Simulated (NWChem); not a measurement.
System: NbNH$_{4}$O$_{3}$; SMILES [NH2][Nb](=[O])([OH])[OH]

Input file for NWChem:

```
start job
memory heap 200 mb stack 900 mb global 1100 mb
geometry units angstroms
  Nb     0.045122    -0.014548    -0.046443
  O      1.214089     1.019073     0.608577
  O      0.513638    -1.761232     0.128647
  H      1.044443    -2.530763     0.346378
  O     -0.564481     0.586005    -1.649324
  H     -0.640145     1.136850    -2.431746
  N     -1.393825     0.316191     1.262438
  H     -1.345050     0.945198     2.062142
  H     -2.313999    -0.125290     1.238619
end
basis spherical
  * library def2-svp
end
ecp
  Nb library def2-ecp
end
dft
  xc pbe0
  iterations 150
end
driver
  maxiter 120
end
task dft optimize
```

Excerpt of the output:

```
             Northwest Computational Chemistry Package (NWChem) 7.3.0
             --------------------------------------------------------

 CS  symmetry detected

                             Geometry "geometry" -> ""
                             -------------------------

 Output coordinates in angstroms (scale by  1.889725989 to convert to a.u.)

  No.       Tag          Charge          X              Y              Z
 ---- ---------------- ---------- -------------- -------------- --------------
    1 Nb                  41.0000    -0.07992196     0.04371573     0.00000000
    2 O                    8.0000     0.41386757     1.66238120     0.00000000
    3 O                    8.0000    -0.87216243    -0.42037684     1.56788374
    4 H                    1.0000    -1.23950217    -0.32804769     2.44985622
    5 O                    8.0000    -0.87216243    -0.42037684    -1.56788374
    6 H                    1.0000    -1.23950217    -0.32804769    -2.44985622
    7 N                    7.0000     1.70422106    -0.79887470     0.00000000
    8 H                    1.0000     2.59848496    -0.31118065     0.00000000
    9 H                    1.0000     1.87143049    -1.80596627     0.00000000

 Effective nuclear repulsion energy (a.u.)     497.4466524431

      Symmetry information
      --------------------

 Group name             Cs
 Group number              2
 Group order               2
 No. of unique centers     7

                                Z-matrix (autoz)
                                --------

 Units are Angstrom for bonds and degrees for angles

      Type          Name      I     J     K     L     M      Value
      ----------- --------  ----- ----- ----- ----- ----- ----------
    1 Stretch                  1     2                       1.69231
    2 Stretch                  1     3                       1.81694
    3 Stretch                  1     5                       1.81694
    4 Stretch                  1     7                       1.97310
    5 Stretch                  3     4                       0.95986
    6 Stretch                  5     6                       0.95986
    7 Stretch                  7     8                       1.01860
    8 Stretch                  7     9                       1.02088
    9 Bend                     1     3     4               159.26009
   10 Bend                     1     5     6               159.26009
   11 Bend                     1     7     8               126.11402
   12 Bend                     1     7     9               124.70672
   13 Bend                     2     1     3               111.81040
   14 Bend                     2     1     5               111.81040
   15 Bend                     2     1     7                98.31495
   16 Bend                     3     1     5               119.29285
   17 Bend                     3     1     7               106.57055
   18 Bend                     5     1     7               106.57055
   19 Bend                     8     7     9               109.17926
   20 Torsion                  2     1     3     4           4.42368
   21 Torsion                  2     1     5     6          -4.42368
   22 Torsion                  2     1     7     8           0.00000
   23 Torsion                  2     1     7     9         180.00000
   24 Torsion                  3     1     5     6         128.68322
   25 Torsion                  3     1     7     8        -115.80062
   26 Torsion                  3     1     7     9          64.19938
   27 Torsion                  4     3     1     5        -128.68322
   28 Torsion                  4     3     1     7         110.77874
   29 Torsion                  5     1     7     8         115.80062
   30 Torsion                  5     1     7     9         -64.19938
   31 Torsion                  6     5     1     7        -110.77874

                           NWChem Geometry Optimization
                           ----------------------------

 maximum gradient threshold         (gmax) =   0.000450
 rms gradient threshold             (grms) =   0.000300
 maximum cartesian step threshold   (xmax) =   0.001800
 rms cartesian step threshold       (xrms) =   0.001200
 fixed trust radius                (trust) =   0.300000
 source of zmatrix                         =   autoz

          -------------------
          Energy Minimization
          -------------------

 Using diagonal initial Hessian
 Scaling for Hessian diagonals: bonds = 1.00  angles = 0.25  torsions = 0.10

          --------
          Step   0

                                 NWChem DFT Module
                                 -----------------

 Summary of "ao basis" -> "ao basis" (spherical)
 ------------------------------------------------------------------------------
       Tag                 Description            Shells   Functions and Types
 ---------------- ------------------------------  ------  ---------------------
 Nb                         def2-svp                11       31   5s3p2d1f
 O                          def2-svp                 6       14   3s2p1d
 H                          def2-svp                 3        5   2s1p
 N                          def2-svp                 6       14   3s2p1d

      Symmetry analysis of basis
      --------------------------

        a'         68
        a"         39

            General Information
            -------------------
          SCF calculation type: DFT
          Wavefunction type:  closed shell.
          No. of atoms     :     9
          No. of electrons :    48
           Alpha electrons :    24
            Beta electrons :    24
          Charge           :     0
          Spin multiplicity:     1
          Use of symmetry is: on ; symmetry adaption is: on
          Maximum number of iterations: 150
          AO basis - number of functions:   107
                     number of shells:    47
          Convergence on energy requested:  1.00D-06
          Convergence on density requested:  1.00D-05
          Convergence on gradient requested:  5.00D-04

              XC Information
              --------------
                         PBE0 Method XC Functional
                     Hartree-Fock (Exact) Exchange  0.250
          PerdewBurkeErnzerhof Exchange Functional  0.750
            Perdew 1991 LDA Correlation Functional  1.000 local
           PerdewBurkeErnz. Correlation Functional  1.000 non-local

             Grid Information
             ----------------
          Grid used for XC integration:  medium
          Radial quadrature: Mura-Knowles
          Angular quadrature: Lebedev.
          Tag              B.-S. Rad. Rad. Pts. Rad. Cut. Ang. Pts.
          ---              ---------- --------- --------- ---------
          Nb                  1.45      123           9.0       590
          O                   0.60       49          11.0       434
          H                   0.35       45          12.0       434
          N                   0.65       49          10.0       434
          Grid pruning is: on
          Number of quadrature shells:   405
          Spatial weights used:  Erf1

      Superposition of Atomic Density Guess
      -------------------------------------

 Sum of atomic energies:        -345.06649620

      Non-variational initial energy
      ------------------------------

[...]

      ----------------------
      Optimization converged
      ----------------------

  Step       Energy      Delta E   Gmax     Grms     Xrms     Xmax
  ---- ---------------- -------- -------- -------- -------- --------
@   10    -339.48277402 -8.2D-07  0.00019  0.00005  0.00068  0.00131
                                     ok       ok       ok       ok

                                Z-matrix (autoz)
                                --------

 Units are Angstrom for bonds and degrees for angles

      Type          Name      I     J     K     L     M      Value     Gradient
      ----------- --------  ----- ----- ----- ----- ----- ---------- ----------
    1 Stretch                  1     2                       1.69697   -0.00004
    2 Stretch                  1     3                       1.90416    0.00007
    3 Stretch                  1     5                       1.90416    0.00007
    4 Stretch                  1     7                       1.97123    0.00019
    5 Stretch                  3     4                       0.96109    0.00006
    6 Stretch                  5     6                       0.96109    0.00006
    7 Stretch                  7     8                       1.01613   -0.00002
    8 Stretch                  7     9                       1.01752    0.00001
    9 Bend                     1     3     4               132.91763   -0.00001
   10 Bend                     1     5     6               132.91763   -0.00001
   11 Bend                     1     7     8               125.41563    0.00003
   12 Bend                     1     7     9               124.68162   -0.00001
   13 Bend                     2     1     3               111.36391   -0.00002
   14 Bend                     2     1     5               111.36391   -0.00002
   15 Bend                     2     1     7               105.07030   -0.00001
   16 Bend                     3     1     5               108.62902    0.00001
   17 Bend                     3     1     7               110.19496    0.00002
   18 Bend                     5     1     7               110.19496    0.00002
   19 Bend                     8     7     9               109.90275   -0.00002
   20 Torsion                  2     1     3     4          -3.68873    0.00004
   21 Torsion                  2     1     5     6           3.68873   -0.00004
   22 Torsion                  2     1     7     8           0.00000   -0.00000
   23 Torsion                  2     1     7     9         180.00000    0.00000
   24 Torsion                  3     1     5     6         126.69020   -0.00007
   25 Torsion                  3     1     7     8        -120.06755    0.00002
   26 Torsion                  3     1     7     9          59.93245    0.00002
   27 Torsion                  4     3     1     5        -126.69020    0.00007
   28 Torsion                  4     3     1     7         112.50191    0.00003
   29 Torsion                  5     1     7     8         120.06755   -0.00002
   30 Torsion                  5     1     7     9         -59.93245   -0.00002
   31 Torsion                  6     5     1     7        -112.50191   -0.00003

                         Geometry "geometry" -> "geometry"
                         ---------------------------------

 Output coordinates in angstroms (scale by  1.889725989 to convert to a.u.)

  No.       Tag          Charge          X              Y              Z
 ---- ---------------- ---------- -------------- -------------- --------------
    1 Nb                  41.0000     0.00544681    -0.02536382     0.00000000
    2 O                    8.0000     0.27246325     1.65046912     0.00000000
    3 O                    8.0000    -0.96043313    -0.57388392     1.54661900
    4 H                    1.0000    -1.27409274    -0.10295708     2.32349761
    5 O                    8.0000    -0.96043313    -0.57388392    -1.54661900
    6 H                    1.0000    -1.27409274    -0.10295708    -2.32349761
    7 N                    7.0000     1.80452444    -0.83100975     0.00000000
    8 H                    1.0000     2.68039930    -0.31588207     0.00000000
    9 H                    1.0000     1.99097086    -1.83130522     0.00000000

 Effective nuclear repulsion energy (a.u.)     487.2317726257

      Symmetry information
      --------------------

 Group name             Cs
 Group number              2
 Group order               2
 No. of unique centers     7

                Final and change from initial internal coordinates
                --------------------------------------------------

                                Z-matrix (autoz)
                                --------

 Units are Angstrom for bonds and degrees for angles

      Type          Name      I     J     K     L     M      Value       Change
      ----------- --------  ----- ----- ----- ----- ----- ---------- ----------
    1 Stretch                  1     2                       1.69697    0.00466
    2 Stretch                  1     3                       1.90416    0.08722
    3 Stretch                  1     5                       1.90416    0.08722
    4 Stretch                  1     7                       1.97123   -0.00187
    5 Stretch                  3     4                       0.96109    0.00123
    6 Stretch                  5     6                       0.96109    0.00123
    7 Stretch                  7     8                       1.01613   -0.00248
    8 Stretch                  7     9                       1.01752   -0.00336
    9 Bend                     1     3     4               132.91763  -26.34246
   10 Bend                     1     5     6               132.91763  -26.34246
   11 Bend                     1     7     8               125.41563   -0.69839
   12 Bend                     1     7     9               124.68162   -0.02510
   13 Bend                     2     1     3               111.36391   -0.44649
   14 Bend                     2     1     5               111.36391   -0.44649
   15 Bend                     2     1     7               105.07030    6.75535
   16 Bend                     3     1     5               108.62902  -10.66384
   17 Bend                     3     1     7               110.19496    3.62441
   18 Bend                     5     1     7               110.19496    3.62441
   19 Bend                     8     7     9               109.90275    0.72349
   20 Torsion                  2     1     3     4          -3.68873   -8.11241
   21 Torsion                  2     1     5     6           3.68873    8.11241
   22 Torsion                  2     1     7     8           0.00000    0.00000
   23 Torsion                  2     1     7     9         180.00000    0.00000
   24 Torsion                  3     1     5     6         126.69020   -1.99302
   25 Torsion                  3     1     7     8        -120.06755   -4.26694
   26 Torsion                  3     1     7     9          59.93245   -4.26694
   27 Torsion                  4     3     1     5        -126.69020    1.99302
   28 Torsion                  4     3     1     7         112.50191    1.72317
   29 Torsion                  5     1     7     8         120.06755    4.26694
   30 Torsion                  5     1     7     9         -59.93245    4.26694
   31 Torsion                  6     5     1     7        -112.50191   -1.72317

 ==============================================================================
                                internuclear distances
 ------------------------------------------------------------------------------
       center one      |      center two      | atomic units |  angstroms
 ------------------------------------------------------------------------------
    2 O                |   1 Nb               |     3.20681  |     1.69697
    3 O                |   1 Nb               |     3.59834  |     1.90416
    4 H                |   3 O                |     1.81620  |     0.96109
    5 O                |   1 Nb               |     3.59834  |     1.90416
    6 H                |   5 O                |     1.81620  |     0.96109
    7 N                |   1 Nb               |     3.72508  |     1.97123
    8 H                |   7 N                |     1.92020  |     1.01613
    9 H                |   7 N                |     1.92284  |     1.01752
 ------------------------------------------------------------------------------
                         number of included internuclear distances:          8
 ==============================================================================
```

Level: PBE0/def2-SVP with def2 effective core potentials on Nb. No frequency run checked for a minimum. def2 effective core potentials on Nb; no spin-orbit coupling.
